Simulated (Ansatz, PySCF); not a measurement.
C4H3Cl2F, SMILES C#C[C@H](F)C(Cl)Cl. Atoms are numbered in the order given.

```xyz
10

C      2.7169    -0.2064    -0.1370
C      1.5801    -0.6168    -0.1553
C      0.2117    -1.1292    -0.1614
F     -0.0928    -1.7124    -1.3761
C     -0.8580    -0.0619     0.1169
Cl    -0.7959     1.2579    -1.0791
Cl    -0.6805     0.5382     1.7928
H      3.7249     0.1647    -0.1249
H      0.1021    -1.9011     0.6217
H     -1.8487    -0.5236     0.0355
```
Charge 0, spin multiplicity 1.

Coordinates come from a B3LYP-D3(BJ)/def2-SVP optimisation. The structure was generated by enumeration; whether it is a known compound was not checked. The values are those of a single conformer.

Two levels are set side by side: PBE-D3(BJ)/def2-SVP (Ansatz, a quantum-chemistry and plane-wave program) and B3LYP-D3(BJ)/def2-SVP (Ansatz). Each level has its own optimised geometry; the coordinates shown are those of the second. Frequencies come from the Hessian of PySCF at each geometry. Differences are taken from unrounded values.

```json
[
 {"quantity": "mean bond length (Å)", "B3LYP-D3(BJ)": "1.382", "PBE-D3(BJ)": "1.388", "PBE-D3(BJ) minus B3LYP-D3(BJ)": "0.006"},
 {"quantity": "bond C1–C2 (Å)", "B3LYP-D3(BJ)": "1.209", "PBE-D3(BJ)": "1.220", "PBE-D3(BJ) minus B3LYP-D3(BJ)": "0.012"},
 {"quantity": "bond C2–C3 (Å)", "B3LYP-D3(BJ)": "1.461", "PBE-D3(BJ)": "1.461", "PBE-D3(BJ) minus B3LYP-D3(BJ)": "0.000"},
 {"quantity": "bond C3–F4 (Å)", "B3LYP-D3(BJ)": "1.381", "PBE-D3(BJ)": "1.390", "PBE-D3(BJ) minus B3LYP-D3(BJ)": "0.008"},
 {"quantity": "bond C3–C5 (Å)", "B3LYP-D3(BJ)": "1.536", "PBE-D3(BJ)": "1.542", "PBE-D3(BJ) minus B3LYP-D3(BJ)": "0.006"},
 {"quantity": "bond C5–Cl6 (Å)", "B3LYP-D3(BJ)": "1.782", "PBE-D3(BJ)": "1.783", "PBE-D3(BJ) minus B3LYP-D3(BJ)": "0.001"},
 {"quantity": "bond C5–Cl7 (Å)", "B3LYP-D3(BJ)": "1.789", "PBE-D3(BJ)": "1.790", "PBE-D3(BJ) minus B3LYP-D3(BJ)": "0.001"},
 {"quantity": "bond C1–H8 (Å)", "B3LYP-D3(BJ)": "1.074", "PBE-D3(BJ)": "1.082", "PBE-D3(BJ) minus B3LYP-D3(BJ)": "0.007"},
 {"quantity": "bond C3–H9 (Å)", "B3LYP-D3(BJ)": "1.105", "PBE-D3(BJ)": "1.115", "PBE-D3(BJ) minus B3LYP-D3(BJ)": "0.010"},
 {"quantity": "bond C5–H10 (Å)", "B3LYP-D3(BJ)": "1.096", "PBE-D3(BJ)": "1.106", "PBE-D3(BJ) minus B3LYP-D3(BJ)": "0.010"},
 {"quantity": "highest harmonic wavenumber (cm⁻¹)", "B3LYP-D3(BJ)": "3469", "PBE-D3(BJ)": "3406", "PBE-D3(BJ) minus B3LYP-D3(BJ)": "-63"},
 {"quantity": "mean harmonic wavenumber (cm⁻¹)", "B3LYP-D3(BJ)": "1080", "PBE-D3(BJ)": "1044", "PBE-D3(BJ) minus B3LYP-D3(BJ)": "-36"},
 {"quantity": "zero-point energy (kcal/mol)", "B3LYP-D3(BJ)": "37.05", "PBE-D3(BJ)": "35.82", "PBE-D3(BJ) minus B3LYP-D3(BJ)": "-1.23"}
]
```

GGA bonds tend to be longer and softer than those of functionals with exact exchange. Differences between two approximate levels are no errors against the true value.
